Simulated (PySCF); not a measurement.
**SrTl: frontier orbitals**

CAM-B3LYP at R = 3.474 Å; Sr def2-SVP with ECP28, Tl def2-SVP with ECP60; scalar-relativistic core potentials (PySCF 2.14). State: ²Π (doublet), unpaired electrons π ↑. Only the outer orbitals are listed, counted within each symmetry, core potentials removing the inner ones.

```tsv
spin	orbital	occ.	ε (eV)	on Sr (%)	main shells (%)
α	5σ	1	-18.66	0	100 Tl d
α	3π	1	-18.64	0	100 Tl d
α	1δ	1	-18.50	0	100 Tl d
α	3π	1	-18.44	0	100 Tl d
α	1δ	1	-18.42	0	100 Tl d
α	6σ	1	-11.86	6	94 Tl s
α	7σ	1	-5.04	69	68 Sr s, 28 Tl p
α	4π	1	-4.28	19	81 Tl p, 10 Sr d, 9 Sr p
α	8σ	0	-1.15	56	44 Tl p, 30 Sr s, 20 Sr p
α	4π	0	-1.05	33	67 Tl p, 21 Sr p, 11 Sr d
α	5π	0	0.07	94	66 Sr p, 28 Sr d
β	5σ	1	-18.63	0	100 Tl d
β	3π	1	-18.61	0	100 Tl d
β	1δ	1	-18.41	0	100 Tl d
β	3π	1	-18.32	0	100 Tl d
β	1δ	1	-18.29	0	100 Tl d
β	6σ	1	-11.12	5	95 Tl s
β	7σ	1	-4.93	87	84 Sr s, 12 Tl p
β	4π	0	-0.95	36	64 Tl p, 27 Sr p, 9 Sr d
β	8σ	0	-0.86	37	63 Tl p, 20 Sr p, 11 Sr s
β	4π	0	-0.56	48	52 Tl p, 41 Sr p
```

**Question.** Which are the highest filled and the lowest empty level, where do they sit, and how wide is the gap?

**Answer.** Highest filled α 4π at -4.28 eV (in %: 81 Tl p, 10 Sr d, 9 Sr p); lowest empty α 8σ at -1.15 eV (in %: 44 Tl p, 30 Sr s, 20 Sr p); the gap at CAM-B3LYP is 3.13 eV.

| Item | Value |
| --- | --- |
| bond order (Mayer) | 1.01 |
| ⟨S²⟩ | 0.823 |
| charge on Sr (Mulliken, basis-dependent) | 0.15 |
| charge on Sr (Löwdin, basis-dependent) | 0.01 |
| dipole moment (positive dipole means Sr(−)Tl(+)) | -2.42 D |
| polarisability along the bond | 354.1 bohr³ |
| polarisability across the bond | 213.6 bohr³ |

Spin–orbit coupling is left out, which matters for elements this heavy, above all for dissociation energies. The state is the lowest determinant that a PBE0 search found; another state may lie lower at other levels.
